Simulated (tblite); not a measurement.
C₆H₈F₂.
Geometry (GFN2-xTB, Å), atoms numbered from 1 in this order:
```xyz
16
C6H8F2 angstrom
F      0.7535   -2.4418   -0.4164
C      0.3397   -1.1267   -0.5220
C      1.4795   -0.2071   -0.0992
C      0.9988    1.1973    0.0760
C     -0.2760    1.5299    0.2019
C     -1.3873    0.5215    0.1732
F     -2.0427    0.6104   -1.0527
C     -0.8818   -0.9040    0.3610
H      0.0772   -0.9736   -1.5759
H      2.2832   -0.2393   -0.8375
H      1.8935   -0.5728    0.8465
H      1.7655    1.9582    0.1105
H     -0.5785    2.5613    0.3002
H     -2.1538    0.7643    0.9214
H     -0.6108   -1.0561    1.4067
H     -1.6676   -1.6126    0.0950
```

All values are computed: GFN2-xTB (tblite) harmonic vibrations without scaling, gas phase. This tight-binding method is rough: wavenumbers can miss measured ones by several per cent, in bad cases by 10 to 20. One conformer, not necessarily the lowest.

Harmonic wavenumbers (cm⁻¹): 88.0, 129.9, 248.8, 331.1, 359.6, 413.0, 450.0, 489.2, 564.9, 752.2, 769.4, 852.2, 900.4, 921.2, 935.2, 961.0, 1001.0, 1036.4, 1062.1, 1101.0, 1112.5, 1135.9, 1195.5, 1212.9, 1266.3, 1279.6, 1284.0, 1297.1, 1325.6, 1341.8, 1343.8, 1454.3, 1464.9, 1722.7, 2899.9, 2921.9, 2946.0, 2987.9, 2998.8, 3005.1, 3072.0, 3095.3.

A = 3058, B = 1799, C = 1293 MHz; mass 118.059 u (most abundant isotopes); point group C1, symmetry number 1.

Problem. Zero-point energy?

Solution. Half the sum of the wavenumbers: 27865 cm⁻¹ = 333.34 kJ/mol.

Problem. Give the ideal-gas entropy at 500 K and 1 bar in the rigid-rotor, harmonic-oscillator model (classical rotation).

Solution. Translation 179.11, rotation 124.45, vibration 129.03: S = 432.6 J/(mol K).

Problem. And Cp and H(500 K) − H(0)?

Solution. Cp = 194.31 J/(mol K), of which vibrations give 161.05 (their classical limit is 42 R = 349.2); H(500 K) − H(0) = 53.68 kJ/mol without the zero-point energy, 37.05 from vibrations.

Problem. What must be added to the electronic energy to get the Gibbs energy at 500 K and 1 bar?

Solution. ZPE + [H(500 K) − H(0)] − T·S = 333.34 + 53.68 − 216.29 = 170.73 kJ/mol.

Problem. Which modes carry the vibrational entropy at 500 K?

Solution. 88.0 cm⁻¹: 19.76; 129.9 cm⁻¹: 16.54; 248.8 cm⁻¹: 11.27; 331.1 cm⁻¹: 9.02; 359.6 cm⁻¹: 8.39; 413.0 cm⁻¹: 7.35 J/(mol K); the other 36 give 56.69 together.

Problem. How do the functions run with temperature in this model?

Solution. 
```tsv
T (K)	S (J/(mol K))	Cp (J/(mol K))	H − H(0) (kJ/mol)	G − H(0) (kJ/mol)	ln q(vib)
50	230.5	41.6	1.79	-9.73	0.11
100	263.3	54.8	4.20	-22.13	0.55
298.15	351.4	122.4	21.37	-83.41	3.21
373.15	382.1	151.4	31.65	-110.92	4.41
750	523.4	252.7	110.17	-282.39	11.15
1000	601.5	289.1	178.22	-423.25	15.62
```

q(vib) and H(0) count from the zero-point level.

Hindered rotation and anharmonicity are outside this model. Other conformers, if any are populated, would add a mixing term that is left out. The structure is chiral; the term R ln 2 for an equal mix with its mirror image is left out.

Hardware: x86-64 server, one thread, shared host. This covers the Hessian and the dipole derivatives.
